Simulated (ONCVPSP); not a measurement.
# Transferability test, ONCV potential for vanadium (V)

- Element: vanadium (V)
- Generator: ONCVPSP 4.0.1
- Type: optimised norm-conserving Vanderbilt (ONCV)
- Functional: PBE
- Relativity: scalar-relativistic
- Frozen core: [Ne]
- Valence charge: 13
- Reference configuration: 3s2 3p6 3d3 4s1 (charge +1)
- Partial waves: 3s+4s: rc 1.70 bohr, ncon 4, nbas 7, qcut 7.1 1/bohr, 2 projectors; 3p: rc 1.10 bohr, ncon 5, nbas 8, qcut 6.1 1/bohr, 1 projector; 3d: rc 2.05 bohr, ncon 5, nbas 10, qcut 8.1 1/bohr, 2 projectors, debl 2.8 Ha
- Local potential: polynomial inside 1.00 bohr (lpopt 5, dvloc0 2 Ha)
- Core correction: Teter function, fcfact 2.25, rcfact 1.25

Energies are relative to the spin-unpolarised reference configuration 3s2 3p6 3d3 4s1; without spin polarisation the order of configurations can differ from experiment.

```json
{"valence configuration": "3s2 3p6 3d2 4s0", "charge": "+3", "ΔE all-electron (eV)": "43.193", "error AE − PS (meV)": "+97"}
{"valence configuration": "3s2 3p6 3d3 4s1 4p1", "charge": "0", "ΔE all-electron (eV)": "-4.388", "error AE − PS (meV)": "+5.4"}
```

Q: What are ΔE and the potential's error for 3s2 3p6 3d3 4s0?

A: ΔE = 14.296 eV all-electron; the error (AE − PS) is -1.1 meV.

Q: What are ΔE and the potential's error for 3s2 3p6 3d3 4s2?

A: ΔE = -7.735 eV all-electron; the error (AE − PS) is +1.4 meV.

Levels in the configuration 3s2 3p6 3d3 4s1 4p1:

| level | all-electron (eV) | pseudo (eV) |
| --- | --- | --- |
| 3s | -71.657 | -71.641 |
| 3p | -45.464 | -45.452 |
| 3d | -6.498 | -6.485 |
| 4s | -5.533 | -5.530 |
| 4p | -2.098 | -2.101 |
